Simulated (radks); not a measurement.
Problem. Calculated with a radial shooting solver on a logarithmic mesh with Libxc functionals: non-relativistic Kohn-Sham, exchange-only LDA, spin-unpolarised, spherical densities, point nucleus. Response by self-consistent Sternheimer equations with the Hartree and adiabatic exchange-only LDA kernel. Rank As3+, Sr8+, Rb7+, Ga+, Se4+, Kr6+, Zn, Br5+, Ge2+ (NIST ground configurations) by static dipole polarisability, largest first.

Solution. Zn 41.75, Ga+ 18.25, Ge2+ 10.61, As3+ 6.995, Se4+ 4.962, Br5+ 3.694, Kr6+ 2.848, Rb7+ 2.255, Sr8+ 1.824 bohr^3.
